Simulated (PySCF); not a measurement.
`CC(=O)CC(Cl)Cl`, C$_{4}$H$_{6}$Cl$_{2}$O

Geometry:
```csv
atom,x (Å),y (Å),z (Å)
C1,-1.744,0.278,0.092
C2,-0.797,-0.010,-1.036
O3,-1.117,-0.534,-2.067
C4,0.643,0.468,-0.791
C5,1.522,-0.657,-0.246
Cl6,0.550,-2.046,0.332
Cl7,2.519,-0.086,1.116
H8,-1.947,1.349,0.105
H9,-1.302,0.005,1.046
H10,-2.678,-0.256,-0.056
H11,0.626,1.297,-0.084
H12,1.061,0.812,-1.738
H13,2.201,-1.060,-0.998
```

Computed with GIAO BHandHLYP/pcSseg-1 magnetisability, rotational g tensor and spin-rotation constants, non-relativistic, gas phase (PySCF 2.14.0). Geometry: GFN2-xTB, dihedral held. The dihedral C2–C4–C5–Cl7 is held at 225°.

(1) Give the nuclear spin-rotation constants along the inertial axes (H = +C I·J) beside the isotropic shieldings.

Answers

(1) Rotational constants 2.8033, 1.1490, 1.0085 GHz. A star marks the isotopologue with that one atom substituted, in its own axes.
```
atom  isotope  Caa (kHz)  Cbb (kHz)  Ccc (kHz)  mean (kHz)  σ (ppm)
 Cl6     35Cl      0.784      0.204      0.367       0.452    684.8
 Cl7     35Cl      0.512      0.365      0.405       0.427    639.7
  H8       1H     -0.332      0.014     -0.090      -0.136     29.8
  H9       1H     -0.070     -0.124     -0.048      -0.081     29.1
 H10       1H     -0.063     -0.076     -0.100      -0.080     29.6
 H11       1H     -0.263     -0.040     -0.053      -0.119     28.9
 H12       1H     -0.308     -0.089      0.006      -0.130     28.8
 H13       1H     -0.250     -0.109      0.050      -0.103     25.9
  C1     13C*      0.505      0.215      0.143       0.288    149.7
  C2     13C*      1.376      0.328      0.512       0.739    -20.9
  O3     17O*     -2.155     -0.256     -0.847      -1.086   -350.0
  C4     13C*      0.478      0.232      0.226       0.312    130.8
  C5     13C*      0.620      0.255      0.252       0.376    108.0
```
For the geometry as given, no vibrational averaging.
